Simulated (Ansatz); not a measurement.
A CCSD(T) single point on Ge2H10Si2 (`[GeH3][SiH2][SiH2][GeH3]`).

```yaml
crystal:
  periodic: [false, false, false]
  atoms:
    - {symbol: Ge, position_ang: [-1.755415, 0.705480, 1.446587]}
    - {symbol: Si, position_ang: [-0.198511, -1.080256, 1.215943]}
    - {symbol: Si, position_ang: [1.582770, -0.403244, -0.134186]}
    - {symbol: Ge, position_ang: [0.754672, 0.367341, -2.228602]}
    - {symbol: H, position_ang: [-2.352214, 1.065411, 0.075494]}
    - {symbol: H, position_ang: [-2.905397, 0.322939, 2.393426]}
    - {symbol: H, position_ang: [-1.055416, 1.954175, 2.009184]}
    - {symbol: H, position_ang: [-0.883704, -2.240679, 0.581322]}
    - {symbol: H, position_ang: [0.283052, -1.500741, 2.561408]}
    - {symbol: H, position_ang: [2.538052, -1.524462, -0.356193]}
    - {symbol: H, position_ang: [2.314287, 0.708061, 0.535641]}
    - {symbol: H, position_ang: [-0.096831, -0.723821, -2.899488]}
    - {symbol: H, position_ang: [-0.129996, 1.608366, -2.021722]}
    - {symbol: H, position_ang: [1.904642, 0.741441, -3.178824]}
basis:
  gaussian: {orbitals: def2-SVP}
correlation: {method: ccsd_t}
```

```sh
$ ansatz run in.yaml --threads 4 --pin off --events-out ev --progress --plain --max-ram 11315MiB
```

Output of Ansatz, abridged:

```
Functional definition: HF
1480 factors; integrals over basis functions are off by at most 1.4e-3 eV
mean field evaluation 1: about -128808.8113 eV, gradient 1.8e1 eV
mean field evaluation 2: about -128808.8135 eV, gradient 1.8e1 eV
mean field evaluation 4: about -128810.5538 eV, gradient 3.0e0 eV
mean field evaluation 8: about -128810.5733 eV, gradient 5.7e-5 eV
mean field -128810.57327855 eV, -4733.7012570443 hartree, gradient 2.7e-6 eV, S^2 0.000000; 0 other end points of the search recorded, 0 dependent functions left out
28 core orbitals not correlated: weight in the atoms' cores, before any rotation towards them, 1.000 or more for the frozen orbitals, at most 0.000 for the correlated occupied ones
reference -128810.57327855 eV, -4733.7012570443 hartree; 23, 23 occupied and 99, 99 virtual orbitals, 1480 factors
second order -18.49655848 eV of doubles, -0.00000000 eV of singles
cycle   1  -19.31099254 eV  change   -8.1e-1 eV  update   1.2e-1
cycle   2  -20.12530102 eV  change   -8.1e-1 eV  update   3.7e-2
cycle   3  -20.19150800 eV  change   -6.6e-2 eV  update   1.5e-2
cycle   4  -20.18670779 eV  change    4.8e-3 eV  update   3.6e-3
cycle   5  -20.18634335 eV  change    3.6e-4 eV  update   8.9e-4
cycle   6  -20.18555581 eV  change    7.9e-4 eV  update   2.6e-4
cycle   7  -20.18545280 eV  change    1.0e-4 eV  update   6.6e-5
cycle   8  -20.18547459 eV  change   -2.2e-5 eV  update   1.7e-5
perturbative correction -0.58406768 eV, -0.0214640915 hartree
Total energy: -128831.34282083 eV, -4734.4645236449 hartree
```

It took 28 s on 4 threads of an Arm Neoverse V2 on a shared host, with 1.1 GiB of host memory at the peak.

Correlation energy per correlated electron: -0.452 eV. T1 diagnostic: 0.0109.
